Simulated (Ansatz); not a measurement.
TeCl, multiplicity 2 (lowest of 2S+1 = 2, 4 at CCSD(T)/def2-TZVPP on PBE0 minima; our sources give no spin for the ground state, which may be another), most abundant isotopes (34.9689 and 129.9062 u). Constants from fifth-degree fits in 1/R to seven points on the lowest solution found; no spin–orbit coupling, no relativity up to Kr; ω_e x_e and α_e move by some per cent with the fit.

Correlated levels freeze the inner cores; with def2 sets outer-core shells near the valence are correlated too. CBS(a, b) extrapolates the correlation energy as X⁻³ and adds the Hartree–Fock energy of set b.

Codes used: Ansatz (a quantum-chemistry and plane-wave program). Values without a source in brackets are computed. In def2 rows elements past Kr take small-core potentials, without spin–orbit coupling.

| level | r_e (Å) | ω_e (cm⁻¹) | ω_e x_e (cm⁻¹) | α_e (cm⁻¹) |
|---|---|---|---|---|
| PBE/def2-TZVPP | 2.3356 | 375.3 | 1.22 | 0.000489 |
| CCSD(T)/CBS(def2-TZVPP, def2-QZVPP) | 2.3089 | 394.9 | 1.21 | 0.000478 |

**Question.** Derive the rotational constants, the centrifugal constant, the fundamental, the zero-point energy and the force constant.

**Answer.** 
μ = 27.55220 u.
- PBE/def2-TZVPP: B_e = 16.8576/(μ r_e²) = 0.11216 cm⁻¹; B₀ = B_e − α_e/2 = 0.11192 cm⁻¹; D = 4B_e³/ω_e² = 4.01e-08 cm⁻¹; fundamental ω_e − 2ω_e x_e = 373 cm⁻¹; zero-point energy ω_e/2 − ω_e x_e/4 = 187 cm⁻¹; k = μ(2πcω_e)² = 229 N/m
- CCSD(T)/CBS(def2-TZVPP, def2-QZVPP): B_e = 16.8576/(μ r_e²) = 0.11477 cm⁻¹; B₀ = B_e − α_e/2 = 0.11454 cm⁻¹; D = 4B_e³/ω_e² = 3.88e-08 cm⁻¹; fundamental ω_e − 2ω_e x_e = 392 cm⁻¹; zero-point energy ω_e/2 − ω_e x_e/4 = 197 cm⁻¹; k = μ(2πcω_e)² = 253 N/m
